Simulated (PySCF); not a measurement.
## Spin-rotation constants: `InChI=1S/C5H12BFO/c1-8(6-7)4-5-2-3-5/h5H,2-4,6H2,1H3`

Molfile (atoms numbered from 1):
```
C5H12BFO
     RDKit          3D

 20 20  0  0  0  0  0  0  0  0999 V2000
   -1.4249   -1.1330   -0.0596 C   0  0  0  0  0  0  0  0  0  0  0  0
   -1.2057    0.2638   -0.1211 O   0  0  0  0  0  0  0  0  0  0  0  0
   -2.4072    1.0419   -1.0249 B   0  0  0  0  0  0  0  0  0  0  0  0
   -2.0360    2.3553   -0.9250 F   0  0  0  0  0  0  0  0  0  0  0  0
    0.1066    0.6136   -0.5692 C   0  0  0  0  0  0  0  0  0  0  0  0
    1.1615    0.2460    0.4459 C   0  0  0  0  0  0  0  0  0  0  0  0
    2.6042    0.2942    0.0408 C   0  0  0  0  0  0  0  0  0  0  0  0
    1.9492   -1.0250    0.3106 C   0  0  0  0  0  0  0  0  0  0  0  0
   -0.7163   -1.5873    0.6344 H   0  0  0  0  0  0  0  0  0  0  0  0
   -1.3248   -1.5920   -1.0483 H   0  0  0  0  0  0  0  0  0  0  0  0
   -2.4413   -1.2812    0.2988 H   0  0  0  0  0  0  0  0  0  0  0  0
   -2.2968    0.6159   -2.1335 H   0  0  0  0  0  0  0  0  0  0  0  0
   -3.4011    0.7958   -0.4262 H   0  0  0  0  0  0  0  0  0  0  0  0
    0.3112    0.1373   -1.5374 H   0  0  0  0  0  0  0  0  0  0  0  0
    0.0768    1.6970   -0.7084 H   0  0  0  0  0  0  0  0  0  0  0  0
    0.9175    0.5780    1.4478 H   0  0  0  0  0  0  0  0  0  0  0  0
    2.8308    0.5508   -0.9825 H   0  0  0  0  0  0  0  0  0  0  0  0
    3.3243    0.6689    0.7508 H   0  0  0  0  0  0  0  0  0  0  0  0
    2.2208   -1.5608    1.2077 H   0  0  0  0  0  0  0  0  0  0  0  0
    1.7460   -1.6687   -0.5326 H   0  0  0  0  0  0  0  0  0  0  0  0
  1  2  1  0
  2  3  1  0
  3  4  1  0
  2  5  1  0
  5  6  1  0
  6  7  1  0
  7  8  1  0
  8  6  1  0
  1  9  1  0
  1 10  1  0
  1 11  1  0
  3 12  1  0
  3 13  1  0
  5 14  1  0
  5 15  1  0
  6 16  1  0
  7 17  1  0
  7 18  1  0
  8 19  1  0
  8 20  1  0
M  CHG  2   2   1   3  -1
M  END
```

Method used: GIAO PBE0/pcSseg-1 magnetisability, rotational g tensor and spin-rotation constants, non-relativistic, gas phase (PySCF). Geometry: GFN2-xTB.

**Question.** Give the nuclear spin-rotation constants along the inertial axes (H = +C I·J) beside the isotropic shieldings.

**Answer.** Rotational constants 3.8266, 1.1049, 0.9086 GHz. A star marks the isotopologue with that one atom substituted, in its own axes.
```csv
atom,isotope,Caa (kHz),Cbb (kHz),Ccc (kHz),mean (kHz),σ (ppm)
B3,11B,0.814,0.267,0.196,0.426,89.0
F4,19F,-0.619,1.345,0.821,0.515,358.9
H9,1H,0.068,-0.109,-0.069,-0.037,27.6
H10,1H,-0.441,-0.113,0.035,-0.173,28.8
H11,1H,-0.085,-0.063,-0.075,-0.074,27.8
H12,1H,-0.321,-0.101,0.041,-0.127,28.4
H13,1H,-0.125,-0.041,-0.049,-0.071,28.1
H14,1H,-0.443,-0.123,0.031,-0.178,29.6
H15,1H,-0.299,0.045,-0.084,-0.113,26.3
H16,1H,-0.402,-0.125,0.006,-0.173,30.8
H17,1H,-0.423,-0.093,-0.029,-0.182,31.6
H18,1H,-0.243,-0.085,-0.069,-0.132,31.1
H19,1H,-0.266,-0.081,-0.065,-0.137,30.9
H20,1H,-0.412,-0.093,-0.030,-0.178,31.5
C1,13C*,0.915,0.154,0.196,0.422,129.4
O2,17O*,-0.237,-0.120,-0.096,-0.151,283.1
C5,13C*,0.865,0.271,0.208,0.448,107.9
C6,13C*,0.625,0.160,0.077,0.287,175.6
C7,13C*,0.443,0.173,0.063,0.227,186.0
```
For the geometry as given, no vibrational averaging.

**Question.** How do the rotational constants and the g tensor change when H9, H10, H11, H12, H13, H14, H15, H16, H17, H18, H19, H20 are replaced by deuterium?

**Answer.** Constants 3.0238, 0.9677, 0.7967 GHz; g -0.0067, -0.0071, -0.0039, against -0.0079, -0.0080, -0.0042 before.
